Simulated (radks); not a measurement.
Values are calculated unless marked as measured or tabulated.
Ionisation of Kr, [Kr], to Kr+, [Ar] 3d10 4s2 4p5, under several functionals. Dirac Kohn-Sham, spin-unpolarised, spherical densities, finite nucleus; open shells fill j = l - 1/2 first; a radial shooting solver on a logarithmic mesh with Libxc functionals.

[
 {"functional": "HCTH/407", "E(Kr) (hartree)": "-2792.30975", "Exc (hartree)": "-98.59453", "IE (eV)": "14.296", "-e(HOMO) (eV)": "9.254", "<r> HOMO (bohr)": "1.952", "IE error (eV)": "+0.297"},
 {"functional": "exchange-only PBE", "E(Kr) (hartree)": "-2788.69728", "Exc (hartree)": "-94.79792", "IE (eV)": "13.042", "-e(HOMO) (eV)": "8.087", "<r> HOMO (bohr)": "1.986", "IE error (eV)": "-0.957"},
 {"functional": "exchange-only B88", "E(Kr) (hartree)": "-2789.15354", "Exc (hartree)": "-95.26770", "IE (eV)": "13.036", "-e(HOMO) (eV)": "8.069", "<r> HOMO (bohr)": "1.980", "IE error (eV)": "-0.963"}
]

NIST Atomic Spectra Database: 14.000 eV (measured). Closest: HCTH/407. The Delta-SCF values span 1.26 eV, the total energies 3.61 hartree. The highest occupied level is 4p3/2. Spin polarisation and multiplet splitting are left out, so open shells lie too high by an amount that depends on their filling.

Beside tabulated values, note that spin-unpolarised runs miss the spin-polarisation part of the exchange energy of open shells.
